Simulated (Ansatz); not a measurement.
Input file for C₅H₆Se, SMILES `Cc1ccc[se]1`:

```yaml
crystal:
  periodic: [false, false, false]
  atoms:
    - {symbol: C, position_ang: [-0.420679, -0.723351, 1.849715]}
    - {symbol: C, position_ang: [-0.207178, -0.086133, 0.522519]}
    - {symbol: C, position_ang: [0.618752, -0.495336, -0.475525]}
    - {symbol: C, position_ang: [0.624083, 0.311959, -1.648337]}
    - {symbol: C, position_ang: [-0.202288, 1.384766, -1.604915]}
    - {symbol: Se, position_ang: [-1.105942, 1.468456, 0.011379]}
    - {symbol: H, position_ang: [0.204003, -1.614586, 1.935857]}
    - {symbol: H, position_ang: [-1.460922, -1.027845, 1.993077]}
    - {symbol: H, position_ang: [-0.160405, -0.050717, 2.671404]}
    - {symbol: H, position_ang: [1.232225, -1.383877, -0.375029]}
    - {symbol: H, position_ang: [1.240620, 0.087529, -2.510389]}
    - {symbol: H, position_ang: [-0.362250, 2.129145, -2.369776]}
basis:
  gaussian: {orbitals: def2-SVP}
correlation: {method: ccsd_t}
```

```sh
$ ansatz run in.yaml --threads 2 --pin off --events-out ev --progress --plain --max-ram 32768MiB --backend cuda --devices 0, --max-vram 18GiB
```

Log, shortened:

```
Functional definition: HF
1345 factors; integrals over basis functions are off by at most 1.5e-3 eV
mean field evaluation 1: about -70534.1474 eV, gradient 3.2e1 eV
mean field evaluation 2: about -70534.2734 eV, gradient 3.2e1 eV
mean field evaluation 4: about -70537.5696 eV, gradient 4.9e0 eV
mean field evaluation 8: about -70537.6618 eV, gradient 1.8e-1 eV
mean field evaluation 16: about -70537.5374 eV, gradient 1.2e0 eV
mean field -70537.66217139 eV, -2592.2112726539 hartree, gradient 5.3e-6 eV, S^2 0.000000; 0 other end points of the search recorded, 0 dependent functions left out; unrestricted orbitals would lower it
14 core orbitals not correlated: weight in the atoms' cores, before any rotation towards them, 1.000 or more for the frozen orbitals, at most 0.000 for the correlated occupied ones
reference -70537.66217139 eV, -2592.2112726539 hartree; 21, 21 occupied and 97, 97 virtual orbitals, 1345 factors
second order -24.66285460 eV of doubles, -0.00000000 eV of singles
cycle   1  -24.75507505 eV  change   -9.2e-2 eV  update   1.2e-1
cycle   2  -25.44602963 eV  change   -6.9e-1 eV  update   3.7e-2
cycle   3  -25.59967063 eV  change   -1.5e-1 eV  update   1.8e-2
cycle   4  -25.59411478 eV  change    5.6e-3 eV  update   4.9e-3
cycle   5  -25.59661823 eV  change   -2.5e-3 eV  update   2.4e-3
cycle   6  -25.59678572 eV  change   -1.7e-4 eV  update   7.7e-4
cycle   7  -25.59634824 eV  change    4.4e-4 eV  update   3.8e-4
cycle   8  -25.59635093 eV  change   -2.7e-6 eV  update   1.6e-4
cycle   9  -25.59633301 eV  change    1.8e-5 eV  update   4.9e-5
perturbative correction -1.02799476 eV, -0.0377781107 hartree
Total energy: -70564.28649916 eV, -2593.1896986527 hartree
```

Run time 27 s (2 threads of an AMD EPYC 7R13 on a shared host and a share of an NVIDIA H100 80 GB); peak host memory 0.8 GiB.

The correlation energy is -26.624 eV, 3.9 % of it from (T); the T1 diagnostic reads 0.0110.
